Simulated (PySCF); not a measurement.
**Exercise with solution: chemical shift, span and skew from a shielding tensor**

CH8FNSi2, SMILES CN([SiH3])[SiH2]F. Atoms are numbered in the order given.

```xyz
13

Si     1.7170    -0.7250     0.3599
N      0.2479     0.2361     0.4177
C      0.4059     1.6422     0.8176
Si    -1.2919    -0.3032    -0.1460
F     -1.5765     0.1384    -1.6923
H      2.3690    -0.7263     1.7036
H      1.3503    -2.1096    -0.0397
H      2.6994    -0.1625    -0.6153
H     -0.5716     2.0963     1.0461
H      0.8806     2.2524     0.0283
H      1.0248     1.7280     1.7278
H     -2.3548     0.3484     0.6607
H     -1.3307    -1.7833    -0.1048
```

Geometry optimised at B3LYP-D3(BJ)/def2-SVP. This is a generated structure with no PubChem entry under its InChIKey; it may be hypothetical. One conformer was computed; it need not be the lowest.

GIAO shieldings from PBE0/pcSseg-1 run with PySCF, non-relativistic, no solvent. The symmetric part of the tensor of Si1 has the principal values 348.9, 362.3, 473.5 ppm. The same nucleus in TMS has σ = 352.7 ppm at this level (PySCF, at its B3LYP-D3(BJ)/def2-TZVP geometry).

Task: Work out the isotropic shielding, the ²⁹Si shift against TMS, the span and the skew.

Result: 
σ(iso) = (σ11 + σ22 + σ33)/3 = 394.9 ppm. δ = σ(ref) − σ(iso) = 352.7 − (394.9) = -42.2 ppm.
Span Ω = σ33 − σ11 = 124.6 ppm. Skew κ = 3(σ(iso) − σ22)/Ω = 0.78. Tumbling in solution averages the tensor to δ; in a static solid the shielding alone would spread this spin-1/2 line over Ω.
